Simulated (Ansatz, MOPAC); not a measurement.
Molecule: SiPH$_{4}$, charge 0, multiplicity 2. SMILES: [SiH3][PH]
Coordinates optimised at B3LYP-D3(BJ)/def2-TZVP (Ansatz, a program for electronic structure):
```xyz
6

Si    -1.0291     0.0960     0.1960
P      1.1626    -0.1750    -0.2869
H     -1.8251    -0.8330    -0.6382
H     -1.4580     1.4879    -0.0877
H     -1.2885    -0.1975     1.6273
H      1.5394     0.8235     0.6571
```
Charge 0, spin multiplicity 2.

Wanted: vertical electron affinity to the singlet, in eV. Set-up: non-relativistic; no spin-orbit coupling; each state is the SCF solution reached for its charge and spin; valence correlation only; no dispersion term unless named; open shells spin-unrestricted; 6-31G* and kin with 6d, 5d where marked. CBS marks a two-point X^-3 extrapolation of the correlation energy; Hartree-Fock from the larger set. [CCSD(T)-MP2]/basis is that difference in the basis named. First-principles rows: single points at B3LYP-D3(BJ) geometries (Ansatz). Semi-empirical rows: differences of heats of formation at the shared geometry for vertical values. Sets without +, aug- or the D of def2-TZVPD hold no diffuse functions, which anions need.

| species | coefficient | E at B3LYP/6-31G* (Ansatz), Eh | E at B3LYP/def2-TZVPD (Ansatz), Eh | heat of formation at AM1 (MOPAC), kcal/mol |
|---|---|---|---|---|
| charge -1, singlet | -1 | -633.25676 | -633.33132 | -15.60 |
| charge 0, doublet | +1 | -633.21090 | -633.27259 | 39.81 |

Coupled cluster (Ansatz) is a level with limits of its own, used here on species with T1 under 0.025 (0.045 for open shells) and stable references: RI-MP2/CBS(aug-cc-pV(T+d)Z,aug-cc-pV(Q+d)Z)+[CCSD(T)-MP2]/aug-cc-pV(T+d)Z. Value to compare with, RI-MP2/CBS(aug-cc-pV(T+d)Z,aug-cc-pV(Q+d)Z)+[CCSD(T)-MP2]/aug-cc-pV(T+d)Z (Ansatz): 1.77 eV. 1 Eh = 27.2114 eV and 1 eV = 23.0605 kcal/mol.

Problem. Compute it at each level from the table, and compare with RI-MP2/CBS(aug-cc-pV(T+d)Z,aug-cc-pV(Q+d)Z)+[CCSD(T)-MP2]/aug-cc-pV(T+d)Z (Ansatz).

Solution. 
- B3LYP/6-31G*: the sum of coefficient times E is 0.04586 Eh, or 1.248 eV. Result: 1.25 eV. Its difference against RI-MP2/CBS(aug-cc-pV(T+d)Z,aug-cc-pV(Q+d)Z)+[CCSD(T)-MP2]/aug-cc-pV(T+d)Z (Ansatz) is -0.52 eV.
- B3LYP/def2-TZVPD: the sum of coefficient times E is 0.05873 Eh, or 1.598 eV. Result: 1.60 eV. Its difference against RI-MP2/CBS(aug-cc-pV(T+d)Z,aug-cc-pV(Q+d)Z)+[CCSD(T)-MP2]/aug-cc-pV(T+d)Z (Ansatz) is -0.17 eV.
- AM1: the sum of coefficient times heat of formation is 55.41 kcal/mol, or 2.40 eV. Its difference against RI-MP2/CBS(aug-cc-pV(T+d)Z,aug-cc-pV(Q+d)Z)+[CCSD(T)-MP2]/aug-cc-pV(T+d)Z (Ansatz) is 0.63 eV.
